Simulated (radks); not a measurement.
Q: Species: the barium ion Ba+. Configuration: [Kr] 4d10 5s2 5p5 6s2 (not the ground configuration). Method: Dirac Kohn-Sham, SOGGA, spin-unpolarised, spherical densities, finite nucleus; open shells fill j = l - 1/2 first; Fermi nuclear charge, rms radius 4.8378 fm; computed with a radial shooting solver on a logarithmic mesh with Libxc functionals.

Spin-orbit splittings of the eigenvalues, e(l+1/2) - e(l-1/2), with zeta = 2 splitting/(2l+1) and mean radii in bohr:

| shell | occ. | splitting (eV) | zeta (eV) | <r> j=l-1/2 | <r> j=l+1/2 |
|---|---|---|---|---|---|
| 2p | 6 | 381.5 | 254.3 | 0.09195 | 0.09794 |
| 3p | 6 | 73.73 | 49.15 | 0.2816 | 0.2936 |
| 3d | 10 | 15.72 | 6.289 | 0.2644 | 0.2682 |
| 4p | 6 | 15.41 | 10.28 | 0.6968 | 0.7241 |
| 4d | 10 | 2.622 | 1.049 | 0.7940 | 0.8039 |
| 5p | 5 | 2.240 | 1.493 | 1.811 | 1.888 |
| 5d | 0 | ? | ? | 2.782 | 2.823 |
| 6p | 0 | 0.2965 | 0.1977 | 4.790 | 4.949 |

Estimate the 5d splitting.

A: 0.2004 eV (zeta = 0.08016 eV).
